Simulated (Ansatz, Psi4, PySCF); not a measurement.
bismuth atom (Bi), quartet (core potentials on Bi). Base run: BHANDHLYP/def2-TZVP run with PySCF.

The PySCF input:
```python
from pyscf import gto, scf, dft

mol = gto.Mole()
mol.atom = '''
    Bi    0.000000    0.000000    0.000000
'''
mol.basis = 'def2-tzvp'
mol.ecp = {'Bi': 'def2-tzvp'}
mol.charge = 0
mol.spin = 3
mol.verbose = 4
mol.build()

mf = dft.UKS(mol)
mf.xc = 'bhandhlyp'
mf.kernel()
```

The same geometry, method and basis name were run in Ansatz (a first-principles code) and Psi4 and PySCF, at each program's defaults and at the settings that a row names. The base is PySCF at its defaults. Differences at the defaults can come from grids, fitting, cores and function types together.

| code and settings | ΔE vs base (µEh) | basis functions | E (Eh) | SCF cycles |
|---|---|---|---|---|
| PySCF, defaults (exact integrals, its default grid, spherical functions) | 0.0 | 50 | -214.50207 | 7 |
| Psi4, defaults (density fitting with its default set, its default grid, spherical functions) | 19.1 | 50 | -214.50205 | 8 |
| Ansatz, defaults (factorised integrals, its default grid, spherical functions) | 7.0 | 50 | -214.50206 | - |
| PySCF, density fitting with def2-universal-jkfit | 18.3 | 50 | -214.50205 | 7 |
| PySCF, fine grid | -0.1 | 50 | -214.50207 | 7 |
| Psi4, exact integrals, spherical functions, fine grid | 0.4 | 50 | -214.50207 | 10 |
| Ansatz, high accuracy | -0.1 | 50 | -214.50207 | - |

Open shells are given as the SCF converged; they aren't shown to be the lowest states, and a large step between rows can be another state.
